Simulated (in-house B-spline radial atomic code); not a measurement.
## Binding energies in Se⁷⁺

NIST's tabulated ground configuration is [Ar] 3d9; each binding energy is the energy of the ion with one electron taken from that subshell, relaxed, less that of the parent. Level of theory: Dirac-Hartree-Fock, average of configuration, Fermi nucleus of rms radius 4.14 fm; calculated with a radial B-spline atomic code at the basis-set limit. Energies include first-order Breit, QED and recoil terms.

```json
{"subshell": "1s", "X-ray name": "K", "binding energy (eV)": "12799.1", "-ε (eV)": "12871.5", "relaxation (eV)": "45.1"}
{"subshell": "2s", "X-ray name": "L1", "binding energy (eV)": "1800.2", "-ε (eV)": "1822.5", "relaxation (eV)": "19.9"}
{"subshell": "2p1/2", "X-ray name": "L2", "binding energy (eV)": "1617.2", "-ε (eV)": "1641.6", "relaxation (eV)": "22.1"}
{"subshell": "2p3/2", "X-ray name": "L3", "binding energy (eV)": "1576.2", "-ε (eV)": "1599.4", "relaxation (eV)": "21.7"}
{"subshell": "3s", "X-ray name": "M1", "binding energy (eV)": "365.8", "-ε (eV)": "369.7", "relaxation (eV)": "3.5"}
{"subshell": "3p1/2", "X-ray name": "M2", "binding energy (eV)": "301.8", "-ε (eV)": "305.7", "relaxation (eV)": "3.6"}
{"subshell": "3p3/2", "X-ray name": "M3", "binding energy (eV)": "295.7", "-ε (eV)": "299.3", "relaxation (eV)": "3.4"}
{"subshell": "3d", "X-ray name": "M4,5", "binding energy (eV)": "186.7", "-ε (eV)": "190.3", "relaxation (eV)": "3.6"}
```

Relaxation = -ε minus the binding energy without Breit, QED and recoil terms.

Emission lines follow as differences of binding energies, with λ = 12398.42 eV·Å / E:

| line | holes | energy (eV) | wavelength (Å) |
| --- | --- | --- | --- |
| K-L3 | 1s → 2p3/2 | 11222.9 | 1.1047 |
| K-L2 | 1s → 2p1/2 | 11181.9 | 1.1088 |
| K-M3 | 1s → 3p3/2 | 12503.4 | 0.9916 |
| L1-M3 | 2s → 3p3/2 | 1504.5 | 8.2409 |
| L3-M1 | 2p3/2 → 3s | 1210.4 | 10.243 |

Q: What screening constant σ does Moseley's law, E = (3/4)·13.6057 eV·(Z - σ)², need for K-L3?

A: σ = 0.84.

Q: What does it cost to remove both a 3s and a 3d electron?

A: 586.87 eV, which is 34.4 eV more than the two single binding energies together.

Q: What does it cost to remove both a 2s and a 2p3/2 electron?

A: 3457.2 eV, which is 80.83 eV more than the two single binding energies together.

Q: What does it cost to remove both a 2s and a 2p1/2 electron?

A: 3499.1 eV, which is 81.7 eV more than the two single binding energies together.
